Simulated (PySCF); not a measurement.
ClISe. Atoms are numbered in the order given.

```xyz
3

Se     0.7779    -0.9894     0.0000
Cl    -1.0141    -2.2409     0.0000
I     -0.1738     1.3535     0.0000
```
Charge 0, spin multiplicity 1.

Coordinates come from a B3LYP-D3(BJ)/def2-TZVP optimisation. The def2 effective core potentials stand for the cores of I; spin–orbit coupling is left out.

The numbers are results of HF/def2-TZVPD (PySCF), not measurements.

Symmetry labels are those of the subgroup Cs that the program uses (full group Cs).

Computed valence orbital energies around the gap with their symmetry:
| orbital | symmetry | energy (eV) |
|---|---|---|
| HOMO−7 | A' | -22.73 |
| HOMO−6 | A' | -14.80 |
| HOMO−5 | A' | -14.12 |
| HOMO−4 | A" | -14.03 |
| HOMO−3 | A' | -11.84 |
| HOMO−2 | A" | -11.63 |
| HOMO−1 | A' | -10.84 |
| HOMO | A" | -9.48 |
| LUMO | A' | -0.16 |
| LUMO+1 | A' | 0.74 |
| LUMO+2 | A' | 1.45 |
| LUMO+3 | A' | 1.56 |
